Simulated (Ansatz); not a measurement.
`[SH][Ti]([Cl])([Cl])[Cl]` + H–F → `[F][Ti]([SH])([Cl])[Cl]` + HCl at 400 K and 1 bar (ligand exchange at a Ti–Cl bond).

Program: Ansatz. Geometries: PBE0-D4/def2-TZVP. ΔE: electronic, gas phase. CCSD(T)/CBS adds triple-zeta CCSD(T) − MP2 to the extrapolated MP2 energy (def2 sets, frozen cores). This one scheme is used for every species. For Ti outer-core shells are correlated without core-valence functions, which leaves a few kJ/mol of doubt a bond. Scalar relativity is left out up to krypton. One conformer a species, not always the lowest.

| species | CCSD(T)/CBS energy (Eh) | H − E (kJ/mol) | S (J/(mol·K)) |
| --- | --- | --- | --- |
| `[SH][Ti]([Cl])([Cl])[Cl]` | -2626.86635 | 70.1 | 423.3 |
| H–F | -100.39570 | 36.5 | 182.2 |
| `[F][Ti]([SH])([Cl])[Cl]` | -2266.88295 | 71.5 | 417.3 |
| HCl | -460.38127 | 29.6 | 195.4 |

H − E and S are ideal-gas, rigid-rotor, harmonic terms from PBE0-D4/def2-TZVP, for one conformer and one mirror image of each species. 1 Eh = 2625.50 kJ/mol, R = 8.31446 J/(mol·K).

Problem. By hand: ΔE, ΔH, ΔS and ΔG.

Solution. ΔE = (-2266.88295) + (-460.38127) − (-2626.86635) − (-100.39570) = -0.00217 Eh = -5.7 kJ/mol. Δ(H − E) = 71.5 + 29.6 − 70.1 − 36.5 = -5.5, so ΔH = -11.2 kJ/mol. ΔS = 417.3 + 195.4 − 423.3 − 182.2 = 7.2 J/(mol·K). ΔG = -11.2 − 400 × (7.2)/1000 = -14.1 kJ/mol.

Problem. By hand: the equilibrium constant, and the temperature at which ΔG would vanish if ΔH and ΔS stayed fixed.

Solution. log₁₀ K = −ΔG/(RT ln 10) = 1.8. ΔH and −TΔS have one sign here, so there is no such temperature.

The number of gas molecules stays the same, so ΔS is small and ΔH decides. A doubt of 5 kJ/mol in ΔE shifts log₁₀ K by 0.7 here. Other conformers and mirror images would add mixing entropy, several J/(mol·K) or more a flexible species. Modes under 60 cm⁻¹, often nearly free rotors, make the harmonic entropy too high. These are equilibria of isolated gas molecules and say nothing of rates. Largest T1 diagnostic: 0.026 (customary marks: 0.02 for closed shells, 0.045 for open ones).

ΔS is within the doubt of such terms, so its sign, and with it that verdict, could turn.
